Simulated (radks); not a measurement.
Values are calculated unless marked as measured or tabulated.
Question: Neutral magnesium, 12 electrons, occupied as [Ne] 3s2. Code: a radial shooting solver on a logarithmic mesh with Libxc functionals. Model: scalar-relativistic Kohn-Sham, exchange-only PBE, spin-polarised, spherical densities, point nucleus. Some entries of the table are withheld. Estimate them.

orbital,occ.,eigenvalue (eV),<r> (bohr)
1s,2,(1),(2)
2s,2,-78.6499,0.6983
2p,6,-45.5523,0.6911
3s,2,(3),3.210

Answer: 
(1) 1s eigenvalue (eV): -1259.275
(2) 1s <r> (bohr): 0.1306
(3) 3s eigenvalue (eV): -4.0680
